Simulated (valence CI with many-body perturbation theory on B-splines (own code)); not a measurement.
Hg⁴⁹⁺: calculated level list

Calculated by configuration interaction combined with many-body perturbation theory (CI+MBPT): three valence electrons over a frozen Dirac-Fock core [Ar] 3d10, a basis of 11 s, 11 p, 9 d, 7 f, 5 g, 2 h, 1 i functions for each j, with the one-electron correlation potential Σ1, the two-electron term Σ2, the three-electron term Σ3, Breit, model QED; selected CI, second order for the rest (own B-spline code, finite nucleus).

No measured spectrum was set against this ion. As an estimate, large intervals hold to a few tenths of a per cent, small ones and those within an open d or f shell to about a per cent.

Levels 1 to 45 of 67, with energies above the lowest level, (4s^2 4p1/2) J=1/2. "Leading %" is the weight of the configuration and term that name the level; weights of strongly mixed levels are sums over their largest components and can fall short. In the jj column 3d3/2^4 stands for four electrons in 3d with j = 3/2. Lifetimes count E1, E2, E3, M1 and M2 decay at the calculated energies, and are blank where another channel may lead or the interval is too uncertain; long ones can be off by a factor of two.

```tsv
No.	Configuration	Term	J	E (Ry)	Leading %	Lifetime	g	Leading jj
1	4s2 4p	2P°	1/2	0.000	100		0.657	4s^2 4p1/2 (100 %)
2	4s 4p2	4P	1/2	8.277	54	24.2 ps	2.144	4s 4p1/2^2 (99 %)
3	4s2 4p	2P°	3/2	10.947	99	45.6 ns	1.328	4s^2 4p3/2 (99 %)
4	4s 4p2	4P	3/2	18.104	90	104 ps	1.648	4s 4p1/2 4p3/2 (99 %)
5	4s 4p2	2D	5/2	18.806	60	54.5 ps	1.349	4s 4p1/2 4p3/2 (98 %)
6	4s 4p2	2D	3/2	19.782	61	1.41 ps	0.989	4s 4p1/2 4p3/2 (95 %)
7	4s 4p2	2P	1/2	19.957	70	773 fs	1.255	4s 4p1/2 4p3/2 (98 %)
8	4s2 4d	2D	3/2	24.384	95	487 fs	0.810	4s^2 4d3/2 (95 %)
9	4s2 4d	2D	5/2	26.500	94	2.64 ps	1.216	4s^2 4d5/2 (94 %)
10	4p3	2P°	3/2	28.042	46	1.71 ps	1.321	4p1/2^2 4p3/2 (94 %)
11	4s 4p2	4P	5/2	29.605	56	2.05 ps	1.418	4s 4p3/2^2 (94 %)
12	4s 4p2	2S	1/2	30.893	68	1.11 ps	1.918	4s 4p3/2^2 (99 %)
13	4s 4p 4d	4F°	3/2	30.899	78	12.0 ps	0.503	4s 4p1/2 4d3/2 (98 %)
14	4s 4p2	2P	3/2	31.172	62	533 fs	1.197	4s 4p3/2^2 (98 %)
15	4s 4p 4d	4F°	5/2	31.521	46	20.5 ps	1.033	4s 4p1/2 4d3/2 (96 %)
16	4s 4p 4d	4D°	1/2	32.590	59	478 fs	0.402	4s 4p1/2 4d3/2 (99 %)
17	4s 4p 4d	4D°	3/2	32.719	35	450 fs	1.286	4s 4p1/2 4d3/2 (92 %)
18	4s 4p 4d	4P°	5/2	33.875	39	2.18 ps	1.360	4s 4p1/2 4d5/2 (99 %)
19	4s 4p 4d	4F°	7/2	34.343	45	2.87 ps	1.244	4s 4p1/2 4d5/2 (97 %)
20	4s 4p 4d	2F°	5/2	34.826	50	2.59 ps	1.045	4s 4p1/2 4d5/2 (95 %)
21	4s 4p 4d	2D°	3/2	34.946	38	1.57 ps	1.121	4s 4p1/2 4d5/2 (87 %)
22	4p3	4S°	3/2	38.810	49	551 fs	1.411	4p1/2 4p3/2^2 (93 %)
23	4p3	2D°	5/2	38.871	89	848 fs	1.168	4p1/2 4p3/2^2 (89 %)
24	4p3	2P°	1/2	39.444	94	778 fs	0.659	4p1/2 4p3/2^2 (94 %)
25	4s2 4f	2F°	5/2	40.369	93	3.42 ps	0.856	4s^2 4f5/2 (93 %)
26	4p2 4d	2D	3/2	40.552	40	5.66 ps	0.775	4p1/2^2 4d3/2 (99 %)
27	4s2 4f	2F°	7/2	41.080	92	3.92 ps	1.143	4s^2 4f7/2 (92 %)
28	4s 4p 4d	4D°	3/2	42.540	43	615 fs	1.312	4s 4p3/2 4d3/2 (99 %)
29	4s 4p 4d	4P°	1/2	42.547	86	675 fs	2.288	4s 4p3/2 4d3/2 (99 %)
30	4s 4p 4d	4D°	5/2	42.553	50	549 fs	1.253	4s 4p3/2 4d3/2 (94 %)
31	4s 4p 4d	4F°	7/2	42.903	37	687 fs	1.260	4s 4p3/2 4d3/2 (84 %)
32	4p2 4d	2D	5/2	43.357	32	2.30 ps	1.192	4p1/2^2 4d5/2 (96 %)
33	4s 4p 4d	2D°	3/2	43.756	64	412 fs	0.980	4s 4p3/2 4d3/2 (84 %)
34	4s 4p 4d	4F°	9/2	43.970	100	67.7 ns	1.328	4s 4p3/2 4d5/2 (100 %)
35	4s 4p 4d	2P°	1/2	44.393	72	334 fs	0.584	4s 4p3/2 4d3/2 (94 %)
36	4s 4p 4d	2F°	5/2	44.540	64	305 fs	0.949	4s 4p3/2 4d3/2 (90 %)
37	4s 4p 4d	2D°	5/2	44.915	46	1.62 ps	1.351	4s 4p3/2 4d5/2 (98 %)
38	4s 4p 4d	2P°	3/2	45.369	42	1.38 ps	1.159	4s 4p3/2 4d5/2 (80 %)
39	4s 4p 4d	2F°	7/2	45.435	72	1.40 ps	1.203	4s 4p3/2 4d5/2 (90 %)
40	4s 4p 4d	2F°	7/2	46.162	65	622 fs	1.217	4s 4p3/2 4d5/2 (94 %)
41	4s 4p 4d	2P°	1/2	46.417	86	1.28 ps	0.702	4s 4p3/2 4d5/2 (94 %)
42	4s 4p 4d	2P°	3/2	46.730	77	617 fs	1.306	4s 4p3/2 4d5/2 (98 %)
43	4s 4p 4d	2D°	5/2	47.020	61	508 fs	1.104	4s 4p3/2 4d5/2 (94 %)
44	4s 4p 4f	4G	5/2	47.743	61	2.69 ps	0.736	4s 4p1/2 4f5/2 (97 %)
45	4s 4p 4f	4G	7/2	48.162	38	4.08 ps	1.003	4s 4p1/2 4f5/2 (91 %)
```

The ionisation energy to 4s2 1S_0 of the next ion comes out as 2816.3 eV (NIST: 2815 ± 4 eV (theoretical)). All 67 levels together are meant to be complete up to 55.557 Ry.
